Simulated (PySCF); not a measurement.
## `C1=CC(=O)C(F)=C(F)C1=C`, C$_{7}$H$_{4}$F$_{2}$O

Molfile (atoms numbered from 1):
```
C7H4F2O
     RDKit          3D

 14 14  0  0  0  0  0  0  0  0999 V2000
    2.3007    0.0697   -0.0665 C   0  0  0  0  0  0  0  0  0  0  0  0
    0.9573    0.0058   -0.0289 C   0  0  0  0  0  0  0  0  0  0  0  0
    0.2371   -1.2502   -0.0630 C   0  0  0  0  0  0  0  0  0  0  0  0
   -1.0993   -1.3145   -0.0288 C   0  0  0  0  0  0  0  0  0  0  0  0
   -1.9522   -0.1240    0.0493 C   0  0  0  0  0  0  0  0  0  0  0  0
   -3.1647   -0.1708    0.0813 O   0  0  0  0  0  0  0  0  0  0  0  0
   -1.2047    1.1509    0.0853 C   0  0  0  0  0  0  0  0  0  0  0  0
   -1.9335    2.2711    0.1578 F   0  0  0  0  0  0  0  0  0  0  0  0
    0.1401    1.2018    0.0485 C   0  0  0  0  0  0  0  0  0  0  0  0
    0.7866    2.3781    0.0827 F   0  0  0  0  0  0  0  0  0  0  0  0
    2.8208    1.0119   -0.0414 H   0  0  0  0  0  0  0  0  0  0  0  0
    2.8987   -0.8229   -0.1232 H   0  0  0  0  0  0  0  0  0  0  0  0
    0.8343   -2.1486   -0.1191 H   0  0  0  0  0  0  0  0  0  0  0  0
   -1.6220   -2.2586   -0.0561 H   0  0  0  0  0  0  0  0  0  0  0  0
  1  2  2  0
  2  3  1  0
  3  4  2  0
  4  5  1  0
  5  6  2  0
  5  7  1  0
  7  8  1  0
  7  9  2  0
  9 10  1  0
  9  2  1  0
  1 11  1  0
  1 12  1  0
  3 13  1  0
  4 14  1  0
M  END
```

Computed, not measured: PySCF 2.14.0, GIAO PBE/pcSseg-1 magnetisability, rotational g tensor and spin-rotation constants, non-relativistic, gas phase. Geometry: GFN2-xTB.

(1) Give the nuclear spin-rotation constants along the inertial axes (H = +C I·J) beside the isotropic shieldings.

Results:

(1) Rotational constants 2.0437, 1.3398, 0.8093 GHz. A star marks the isotopologue with that one atom substituted, in its own axes.
| atom | isotope | Caa (kHz) | Cbb (kHz) | Ccc (kHz) | mean (kHz) | σ (ppm) |
| --- | --- | --- | --- | --- | --- | --- |
| F8 | 19F | 2.658 | 1.997 | 0.014 | 1.557 | 307.6 |
| F10 | 19F | 2.627 | 1.941 | 0.185 | 1.584 | 298.4 |
| H11 | 1H | -0.068 | 0.045 | -0.096 | -0.039 | 25.1 |
| H12 | 1H | -0.086 | 0.057 | -0.102 | -0.044 | 25.5 |
| H13 | 1H | -0.111 | 0.089 | -0.098 | -0.040 | 24.7 |
| H14 | 1H | -0.119 | 0.083 | -0.099 | -0.045 | 25.4 |
| C1 | 13C* | 0.770 | 0.606 | 0.106 | 0.494 | 49.7 |
| C2 | 13C* | 0.772 | 0.660 | 0.108 | 0.513 | 41.5 |
| C3 | 13C* | 0.701 | 0.663 | 0.121 | 0.495 | 44.9 |
| C4 | 13C* | 0.675 | 0.626 | 0.138 | 0.480 | 49.4 |
| C5 | 13C* | 0.878 | 0.696 | 0.188 | 0.587 | 2.0 |
| O6 | 17O* | -2.471 | -0.796 | -0.007 | -1.091 | -340.3 |
| C7 | 13C* | 0.735 | 0.591 | 0.198 | 0.508 | 32.3 |
| C9 | 13C* | 0.777 | 0.621 | 0.201 | 0.533 | 21.7 |

For the geometry as given, no vibrational averaging.
